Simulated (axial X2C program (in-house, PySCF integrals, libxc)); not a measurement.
# Spin–orbit effects down a group: molecules with Si, CCSD(T)

All values come from calculations with an axial X2C code built on PySCF integrals, spin-free (one-electron X2C) or two-component (2c: spin–orbit coupling with atomic mean-field Coulomb and Gaunt terms, which also bring small scalar terms), in Dyall basis sets with cores contracted in-house; open shells are unrestricted.

Basis sets: Br dyall-cv3z, Cl dyall-av3z, I dyall-cv3z, Si dyall-v3z. Frozen shells (counts by l): SiCl Cl 2s1p, Si 2s1p, 11 electrons correlated; SiBr Br 3s2p1d, Si 2s1p, 11 electrons correlated; SiI I 4s3p2d, Si 2s1p, 11 electrons correlated. Coupled cluster in natural virtuals with an MP2 remainder. Where the outer core of a metal is frozen, bonds come out longer and ionisation energies lower.

| molecule | spin-free state | Re (Å) | ωe (cm⁻¹) | De (eV) | 2c state | Re 2c (Å) | ωe 2c (cm⁻¹) | De 2c (eV) |
| --- | --- | --- | --- | --- | --- | --- | --- | --- |
| SiCl | M_S = 1/2, Λ = 1 | 2.089 | 522.4 | 4.18 | Ω = 1/2 | 2.089 | 522.5 | 4.16 |
| SiBr | M_S = 1/2, Λ = 1 | 2.242 | 420.2 | 3.62 | Ω = 1/2 | 2.242 | 420.6 | 3.50 |
| SiI | M_S = 1/2, Λ = 1 | 2.463 | 358.5 | 3.04 | Ω = 1/2 | 2.463 | 358.3 | 2.81 |

Each entry is the lowest single determinant of a limited PBE0 search at one distance. De goes to single-determinant-based atoms at the same level (for ions the charge split of lowest energy) and is withheld (n/a) where an atom does not fit its ground term or J level. Main or longest-lived isotopes. Some light 2c atoms are not at their ground J level, so De misses part of their lowering (0.04 eV or less).
